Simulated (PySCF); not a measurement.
Structure elucidation problem

The spectra below were simulated for a compound C₆H₁₁ClSi.

1H NMR (500 MHz, computed): δ 6.30 (br s, 1H), 5.65 (br s, 1H), 2.16 (m, 1H), 2.08 (s, 3H), 2.02 (m, 2H), 1.86 (m, 1H), 1.77 (m, 2H).

13C{1H} NMR (computed): δ 155.3 (C), 133.3 (CH2), 28.4 (CH2, 2C), 27.7 (CH3), 17.0 (CH2).

[PySCF: GFN2-xTB structure; PBE0/pcSseg-1 with gauge-including orbitals; no relativistic terms; one averaged value for each set of equivalent atoms; single conformer; no solvent model]

References, each an isolated molecule treated in the same way: 1H and 13C vs TMS.

Deduce the structure.

Results:


The formula gives 2 degrees of unsaturation (1 ring in the answer). 5 carbon signals for 6 carbons: some carbons are equivalent by symmetry or fast rotation. Carbon types of the structure: 1 × C, 4 × CH2, 1 × CH3, which accounts for all hydrogens. δC 155.3: fully substituted alkene carbon; the olefinic region. δC 133.3: terminal =CH2 carbon; as expected for a trigonal carbon in a double bond. δC 28.4: sp3 CH2 bonded to Si. δC 27.7: allylic methyl carbon; saturated and bonded to C and H only. δC 17.0: sp3 CH2 in a ring; a saturated carbon with 2 carbon neighbours and no heteroatom attached. δH 6.30, 5.65: hydrogen on a terminal =CH2 carbon; olefinic region. δH 2.08: hydrogen on an allylic methyl carbon; allylic position.

The compound is SMILES C=C(C)[Si]1(Cl)CCC1.

The data come from this structure; uniqueness wasn't tested.

Shifts are as computed. Against solution values, carbons near 30 ppm lie about +3 ppm off and those near 130 ppm about +5 ppm. Of 1309 compounds with measured shifts, 239 miss one by over three times the rms of a fit or turn the order of signals round; such compounds aren't used in these exercises. No couplings were computed; multiplicities are counted from neighbouring protons, with m where these are inequivalent, close in shift, in a saturated or five-membered ring or joined by F or P, and br s for small geminal =CH2 splittings.
